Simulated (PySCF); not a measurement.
Excitation energy of Tc by level of theory

Tc [Kr] 4d5 5s2 (6S) → Tc [Kr] 4d5 5s1 6s1 (8S), as a difference of total energies. All numbers are calculated (PySCF 2.14, scalar relativity by spin-free X2C-1e, in x2c-TZVPPall with one added diffuse shell each of s, p, d, f type (9s7p7d3f1g, 95 functions)). Correlated levels: valence: [Kr] frozen; valence and next inner shell: [Ar] 3d10 frozen. The calculations carry no spin-orbit coupling.

```tsv
method	excitation energy (eV)
UHF	3.294
LDA	4.733
PBE	4.288
PBE0	4.171
r2SCAN	4.076
CAM-B3LYP	4.812
revPBE	4.185
LC-wPBE	4.081
BP86	4.519
MP2 (valence)	4.344
SCS-MP2 (valence)	4.670
MP2 (valence and next inner shell)	4.475
SCS-MP2 (valence and next inner shell)	4.682
```

Problem. How much does correlation contribute at MP2 (valence and next inner shell)?

Solution. 4.475 − (3.294) = 1.181 eV, measured against UHF.

The promoted electron is Rydberg-like, and one or two diffuse shells describe it only roughly, which tends to raise the upper state.
